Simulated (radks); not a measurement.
Task: Radial electron density D(r) = 4 pi r^2 rho(r) of an atom or ion with 25 electrons. All-electron calculation, scalar-relativistic Kohn-Sham, PBE, spin-polarised, spherical densities, point nucleus. Program: a radial shooting solver on a logarithmic mesh with Libxc functionals.

```
   r/bohr * D(r) (the largest magnitude, 34.9, reaches the edge; | marks zero)
  0.00254 |*
 0.003308 | *
 0.004342 |   *
 0.005653 |     *
 0.007421 |        *
 0.009662 |             *
  0.01268 |                    *
  0.01651 |                           *
  0.02168 |                                    *
  0.02845 |                                            *
  0.03705 |                                                *
  0.04863 |                                               *
  0.06332 |                                          *
  0.08312 |                                      *
   0.1082 |                                        *
   0.1421 |                                                *
    0.185 |                                                      *
   0.2428 |                                               *
   0.3187 |                              *
    0.415 |                    *
   0.5447 |                      *
   0.7093 |                         *
    0.931 |                    *
    1.212 |          *
    1.591 |    *
    2.072 | *
     2.72 |*
     3.57 *
    4.648 *
    6.101 *
    7.945 *
```

What is the nuclear charge?

Result: Z = 26. The innermost maximum, from 1s, lies near gamma/Z bohr with gamma = sqrt(1 - (Z/c)^2) = 0.982, here 0.0378 bohr (found: 0.0405), and its height grows with Z. The density is that of the iron ion Fe+ in [Ar] 3d6 4s1; the configuration itself is not fixed sharply by these data, and Z only to about a unit. D(r) has 3 maxima, at r = 0.0405, 0.186, 0.692 bohr, and minima at 0.0893, 0.442 bohr, inside which lie 2.12, 10.67 electrons.
